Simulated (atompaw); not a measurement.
How hard is this nitrogen PAW (atompaw) potential?

| Quantity | Value |
| --- | --- |
| Element | nitrogen (N) |
| Generator | atompaw 4.2.0.5 |
| Type | PAW |
| Functional | PBE |
| Relativity | non-relativistic |
| Frozen core | [He] |
| Valence charge | 5 |
| Reference configuration | 2s2 2p3 |
| Partial waves | 2s (bound): rc 1.60 bohr; 2s channel at -0.75 Ry: rc 1.60 bohr; 2p (bound): rc 1.60 bohr; 2p channel at 1.35 Ry: rc 1.60 bohr; 3d channel at 0.05 Ry: rc 1.45 bohr |
| Local potential | troulliermartins scheme with l = 3 at 0 Ry, radius 1.10 bohr |
| Core correction | smooth core density matched at 1.40 bohr |
| Augmentation charge | sinc compensation charge, radius 1.25 bohr; PAW radius 1.60 bohr; waves and projectors: custom polynom gramschmidtortho |

The pseudo-atom Hamiltonian at the reference potential is diagonalised in spherical Bessel functions j_l(qr) that vanish at 20 bohr, with q² up to the cutoff. All-electron valence levels (Ry): 2s -1.3640, 2p -0.5215.

Question: How do the lowest levels (Ry) of each channel move with the cutoff, and are there ghosts?

Answer:

```
cutoff (Ry)     s #1     p #1    d #1    f #1  Σ f·Δε (mRy)
          8  -1.3418  -0.2084  0.0766  0.1191         983.7
         12  -1.3614  -0.3813  0.0766  0.1191         425.7
         15  -1.3633  -0.4691  0.0766  0.1191         158.4
         21  -1.3639  -0.5135  0.0766  0.1191          24.1
         25  -1.3639  -0.5202  0.0766  0.1191           3.9
         35  -1.3640  -0.5211  0.0766  0.1191           1.2
         40  -1.3640  -0.5211  0.0766  0.1191           1.0
         50  -1.3640  -0.5214  0.0766  0.1191           0.2
        400  -1.3640  -0.5214  0.0766  0.1191           0.0
```

Result: no extra level below or beside the all-electron valence levels (s, p, d, f tested); 10 mRy is reached at 25 Ry and 1 mRy at 40 Ry.
